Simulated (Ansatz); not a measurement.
C3H9Si, SMILES [CH2][SiH](C)C, multiplicity 2.

The structure is a stationary point at B3LYP-D3(BJ)/def2-SVP. A frequency run showed that this geometry is not a minimum. The isomer is the one that the SMILES or the coordinates give; other isomers of the formula were not compared.

Two levels are set side by side: PBE/def2-SVPD (Ansatz, an electronic-structure program) and PBE0/def2-SVPD (Ansatz). Energy differences of separate SCF runs at the same geometry; the states with an electron removed or added have multiplicity 1 and 1. Differences are taken from unrounded values.

```tsv
quantity	PBE0	PBE	PBE minus PBE0
vertical ionisation energy (eV)	8.86	8.57	-0.29
vertical electron affinity (eV)	0.34	0.50	0.17
```
